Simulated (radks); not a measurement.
Initial-state core-level shifts of neutral aluminium when its valence configuration changes from [Ne] 3s2 3p1. All-electron calculation, Dirac Kohn-Sham, PBE, spin-unpolarised, spherical densities, finite nucleus; open shells are shared between the two j in proportion to 2j + 1; Fermi nuclear charge, rms radius 3.061 fm. Program: a radial shooting solver on a logarithmic mesh with Libxc functionals. Shifts are changes of the shell-averaged eigenvalues in eV (positive: less bound); the change of the density at the nucleus, which sets a Mossbauer isomer shift, is in e/bohr^3, on a base of 1503.

valence          1s      2s      2p  density at nucleus
3p3          -3.593  -3.492  -3.469             -5.9842
3s1 3p2      -1.873  -1.819  -1.808             -2.8345
3s1.5 3p1.5  -0.959  -0.931  -0.926             -1.3739
3s0.5 3p2.5  -2.749  -2.671  -2.654             -4.3731
